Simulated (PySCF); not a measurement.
Isomers of C6H7FN2, one GFN2-xTB conformer each. Single-point energies are computed at PBE0/pcSseg-1 (PySCF, gas phase, no added dispersion term), electronic only.

Problem. Rank them by PBE0/pcSseg-1 energy, lowest first (kJ/mol).
A. `[CH3:1][CH2:2][c:3]1[cH:4][n:5][c:6]([F:7])[cH:8][n:9]1` with C1–C2–C3–C4 79°
B. `[NH2:1][CH2:2][c:3]1[cH:4][cH:5][c:6]([F:7])[n:8][cH:9]1` with H–N1–C2–C3 -59° and 60°, N1–C2–C3–C4 82°
C. `[CH2:1]=[CH:2][CH2:3][n:4]1[cH:5][c:6]([F:7])[cH:8][n:9]1` with C1–C2–C3–N4 131°, C2–C3–N4–C5 -71°
D. `c1c(F)c(C)nnc1C`
E. `[H]/[N:9]=[C:8]1/[C@:3]([C:2]#[N:1])([F:4])[CH2:5][CH2:6][CH2:7]1` with C2–C3–C5–C6 86°, C3–C5–C6–C7 38°, C5–C6–C7–C8 -31°, C6–C7–C8–N9 -168°

Solution. B (0.0), A (1.7), D (72.6), E (102.7), C (146.9).

As drawn, the lowest has an N–H bond, which the highest lacks; the highest has an N–N linkage and a C=C bond outside aromatic rings, which the lowest lacks. Neighbours under 10 kJ/mol apart (NCc1ccc(F)nc1 and CCc1cnc(F)cn1) can change places with a better method, another conformer or zero-point energy. GFN2-xTB itself gives, in the same order: 33.3, 0.0, 40.4, 141.0, 91.7. GFN2-xTB puts CCc1cnc(F)cn1 lowest instead; measured from each level's own lowest isomer, the values differ by up to 55.2 kJ/mol (C=CCn1cc(F)cn1: 91.7 against 146.9).

Problem. Which frontier levels, dipoles and rotational constants go with these structures?

Solution. 
```json
{"SMILES": "NCc1ccc(F)nc1", "HOMO (eV, PBE0/pcSseg-1)": "-6.98", "LUMO (eV)": "-1.16", "dipole (D)": "2.62", "A, B, C (MHz)": "4630, 963.4, 854.7"}
{"SMILES": "CCc1cnc(F)cn1", "HOMO (eV, PBE0/pcSseg-1)": "-7.70", "LUMO (eV)": "-1.63", "dipole (D)": "2.25", "A, B, C (MHz)": "4668, 995.9, 884.4"}
{"SMILES": "Cc1cc(F)c(C)nn1", "HOMO (eV, PBE0/pcSseg-1)": "-6.74", "LUMO (eV)": "-1.33", "dipole (D)": "2.82", "A, B, C (MHz)": "3096, 1366, 959.1"}
{"SMILES": "[H]/N=C1\\CCC[C@]1(F)C#N", "HOMO (eV, PBE0/pcSseg-1)": "-7.90", "LUMO (eV)": "-1.34", "dipole (D)": "5.64", "A, B, C (MHz)": "2055, 1633, 1417"}
{"SMILES": "C=CCn1cc(F)cn1", "HOMO (eV, PBE0/pcSseg-1)": "-7.05", "LUMO (eV)": "-0.19", "dipole (D)": "2.73", "A, B, C (MHz)": "4118, 917.7, 797.4"}
```

Problem. As an exercise, what shares would exp(−E/RT) give at 2000 K from these electronic energies alone (no entropy, no degeneracies)?

Solution. RT = 16.629 kJ/mol: NCc1ccc(F)nc1 52.2 %, CCc1cnc(F)cn1 47.0 %, Cc1cc(F)c(C)nn1 0.7 %, [H]/N=C1\CCC[C@]1(F)C#N 0.1 %, C=CCn1cc(F)cn1 under 0.1 %.
